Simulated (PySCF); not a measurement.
**Spin-orbit coupling and the third ionisation energy along the 4p block**

Two-component X2C-1e calculated with PySCF 2.14: MP2 on generalised Hartree-Fock spinors (GMP2), with spin-orbit coupling off and on (screened by Boettger's factors); no Breit or QED terms. Values in eV; the references (NIST) lie between the lowest levels. Elements whose determinants are no pure J levels are left out.

```
                         element                         configurations  spin-free  with spin-orbit  shift       reference
Ga (x2c-TZVPall-2c, [Ne] frozen)              [Ar] 3d10 4s1 → [Ar] 3d10     30.186           30.186  0.000          30.726
Ge (x2c-TZVPall-2c, [Ne] frozen)          [Ar] 3d10 4s2 → [Ar] 3d10 4s1     33.384           33.384  0.000          34.058
As (x2c-TZVPall-2c, [Ne] frozen)      [Ar] 3d10 4s2 4p1 → [Ar] 3d10 4s2     27.829           28.077  0.248  28.349 ± 0.012
Kr (x2c-TZVPall-2c, [Ne] frozen)  [Ar] 3d10 4s2 4p4 → [Ar] 3d10 4s2 4p3     35.141           35.388  0.247   35.838 ± 0.02
```

The largest shift is at As, 0.248 eV, where spin-orbit coupling lowers the species with more electrons by more than the one with fewer (starting occupations 4p1/2^1 and closed).

What remains against the references is mostly the basis and correlation beyond MP2.
